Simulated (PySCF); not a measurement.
## Nuclear quadrupole coupling in `c1ccc(C2C[SiH2]C2)nc1`

C8H11NSi.
Geometry (GFN2-xTB, Å), atoms numbered from 1 in this order:
```xyz
21
C8H11NSi angstrom
C      3.127   -0.449   -0.486
C      2.107   -0.320   -1.417
C      0.816   -0.115   -0.969
C      0.581   -0.047    0.405
C     -0.796    0.155    0.950
C     -1.499    1.414    0.378
Si    -2.863    0.351   -0.434
C     -1.790   -0.939    0.478
N      1.561   -0.167    1.290
C      2.794   -0.361    0.856
H      4.148   -0.612   -0.793
H      2.317   -0.380   -2.476
H     -0.003   -0.010   -1.665
H     -0.717    0.190    2.038
H     -0.858    1.990   -0.287
H     -1.832    2.088    1.164
H     -4.226    0.546    0.058
H     -2.844    0.283   -1.897
H     -2.265   -1.448    1.313
H     -1.315   -1.703   -0.134
H      3.548   -0.450    1.628
```

Field gradients from the PBE0/pcSseg-1 density (PySCF, non-relativistic), principal values in atomic units, ordered |Vxx| ≤ |Vyy| ≤ |Vzz|:

```
atom     Vxx     Vyy      Vzz
  N9  0.3610  0.7512  -1.1122
```

**Question.** Find the asymmetry η = (Vxx − Vyy)/Vzz and the couplings χ = eQV/h (234.96 MHz × Q in barn × V in au), with Q(14N) = 0.02044 b.

**Answer.** 
| atom | environment | nucleus | η | χzz (MHz) | χxx (MHz) | χyy (MHz) |
| --- | --- | --- | --- | --- | --- | --- |
| N9 | pyridine-type nitrogen | 14N | 0.35 | -5.34 | 1.73 | 3.61 |

**Question.** What is Vzz at N9 in SI units (1 au = 9.71736 × 10²¹ V/m²)?

**Answer.** -1.1122 au = -10.808 × 10²¹ V/m².

**Question.** And the gradient at the other heavy atoms, for which no coupling is worked out here?

**Answer.** 
```json
{"atom": "C1", "environment": "aromatic CH carbon", "Vzz (au)": "0.298", "η": "0.21"}
{"atom": "C2", "environment": "aromatic CH carbon", "Vzz (au)": "0.390", "η": "0.16"}
{"atom": "C3", "environment": "aromatic CH carbon", "Vzz (au)": "0.283", "η": "0.23"}
{"atom": "C4", "environment": "substituted aromatic carbon", "Vzz (au)": "0.360", "η": "0.29"}
{"atom": "C5", "environment": "benzylic-type carbon", "Vzz (au)": "-0.088", "η": "0.20"}
{"atom": "C6", "environment": "sp3 carbon bound to silicon", "Vzz (au)": "0.105", "η": "0.46"}
{"atom": "Si7", "environment": "SiH2 silicon", "Vzz (au)": "0.272", "η": "0.39"}
{"atom": "C8", "environment": "sp3 carbon bound to silicon", "Vzz (au)": "0.106", "η": "0.44"}
{"atom": "C10", "environment": "aromatic CH next to a ring nitrogen", "Vzz (au)": "0.347", "η": "0.35"}
```

**Question.** What couplings would deuterons (Q(2H) = 0.00286 b) have in place of the hydrogens, at this geometry?

**Answer.** 
| atom | bonded to | bond length (Å) | Vzz (au) | η | χzz (kHz) |
| --- | --- | --- | --- | --- | --- |
| H11 | C1 | 1.079 | 0.3295 | 0.06 | 221 |
| H12 | C2 | 1.081 | 0.3236 | 0.05 | 217 |
| H13 | C3 | 1.080 | 0.3266 | 0.08 | 219 |
| H14 | C5 | 1.091 | 0.3003 | 0.01 | 202 |
| H15 | C6 | 1.088 | 0.3183 | 0.05 | 214 |
| H16 | C6 | 1.088 | 0.3223 | 0.04 | 217 |
| H17 | Si7 | 1.462 | 0.1643 | 0.00 | 110 |
| H18 | Si7 | 1.465 | 0.1623 | 0.01 | 109 |
| H19 | C8 | 1.087 | 0.3227 | 0.04 | 217 |
| H20 | C8 | 1.088 | 0.3182 | 0.05 | 214 |
| H21 | C10 | 1.083 | 0.3182 | 0.06 | 214 |

Isolated species at its GFN2-xTB geometry (one conformer only). GFN2-xTB bond lengths can be off by several hundredths of an ångström, more for odd bonds, and the gradients follow them. The small basis limits the accuracy of the gradients.

The run behind these numbers computed NMR shieldings as well. Hardware: one thread of an Arm Neoverse N1, shared host with 64 logical CPUs at a one-minute load of 66. Cost: 90 s wall, 1.1 GiB resident at most.
